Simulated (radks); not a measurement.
Values are calculated unless marked as measured or tabulated.
Coulomb parameter of the 4f shell of the erbium ion Er2+ in the model configuration [Xe] 4f11 5d1, as a second difference U = [E(n + 0.5) + E(n - 0.5) - 2 E(n)] / (0.5)^2 with all orbitals relaxed. "Bare": the charge of the atom changes with n. "Screened": the 5d shell takes up the change at fixed total charge, which measures U(4f,4f) + U(5d,5d) - 2 U(4f,5d). Level of theory: scalar-relativistic Kohn-Sham, PBE, spin-unpolarised, spherical densities, finite nucleus; Fermi nuclear charge, rms radius 5.2516 fm (a radial shooting solver on a logarithmic mesh with Libxc functionals).

case               configuration  E - E(n) (eV)
start              [Xe] 4f11 5d1          0.000
bare +0.5        [Xe] 4f11.5 5d1         -9.797
bare -0.5        [Xe] 4f10.5 5d1         14.188
screened +0.5  [Xe] 4f11.5 5d0.5         -3.721
screened -0.5  [Xe] 4f10.5 5d1.5          5.015

U(bare) = 17.564 eV, U(screened by 5d) = 5.177 eV, against the Slater integral F0(4f,4f) = 32.978 eV with frozen orbitals.
